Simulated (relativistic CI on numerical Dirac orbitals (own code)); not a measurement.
## Hyperfine structure of Lu53+, mass number 176

Calculated at this level of theory: Dirac-Coulomb-Breit CI, KLI orbitals optimised for each configuration, model QED (radiative potential, 1s self-energy scaled to tabulated hydrogen-like ionisation energies), unscaled Slater integrals (own radial code, finite nucleus).

Configuration list (outside the closed core [Ne]): 3s²3p⁶, 3s²3p⁵3d, 3s3p⁶3d, 3s²3p⁵4s, 3s²3p⁵4p, 3s²3p⁵4d, 3s3p⁶4s, 3p⁶3d4p, 3p⁶3d², 3p⁵3d³, 3p⁵3d²4s, 3p⁵3d²4p, 3p⁵3d²4d, 3p⁶3d4s, 3p⁵3d4s², 3p⁵3d4s4p, 3p⁵3d4s4d. Double excitations out of closed p, d and f shells are left out; levels of such configurations are missing from the list, as are those of other unlisted configurations, and high levels can miss mixing partners.

Nuclear spin I = 7, μ = 3.16 μN, Q = 4.92 b (tables of Stone and Pyykkö). The electronic factors are computed for point nuclear moments, without core polarisation or the Bohr-Weisskopf and QED corrections.

| Level | E (Ry) | A (GHz) | B (GHz) |
| --- | --- | --- | --- |
| 3s²3p⁵3d ³P°1 | 17.2801 | 55.47 | 506 |
| 3s²3p⁵3d ³F°3 | 17.6089 | 61.87 | -1460 |
| 3s²3p⁵3d ³D°2 | 17.8984 | 61.93 | -86.8 |
| 3s²3p⁵3d ³F°4 | 21.8295 | 41.01 | -1380 |
| 3s²3p⁵3d ³D°3 | 23.0155 | 35.86 | 640 |
| 3s²3p⁵3d ¹P°1 | 25.0774 | -25.52 | 29.8 |
| 3s²3p⁵3d ³F°2 | 38.1038 | 203.5 | 396 |
| 3s3p⁶3d ³D1 | 53.2942 | -480.9 | 158 |

Levels with J = 0, under 50 % of one LS term, or S terms without an open s electron are left out. Small factors come from cancelling terms and can be off by tens of per cent or more.

At this charge energies of transitions that change n are usually good to better than 1 %, and those within a shell (Δn = 0) to a few per cent.

(1) Give the hyperfine levels of 3s²3p⁵3d ³F°2 relative to its centre of gravity.

Results:

(1) With K = F(F + 1) − I(I + 1) − J(J + 1), E = AK/2 + B[¾K(K + 1) − I(I + 1)J(J + 1)]/[2I(2I − 1)J(2J − 1)]: F = 5: -3108, F = 6: -2054, F = 7: -724.4, F = 8: 925.6, F = 9: 2948 GHz.

LS names give the leading component of a level, which can be under half, so a name can repeat, a term be missing and a line seem to break the LS rules.
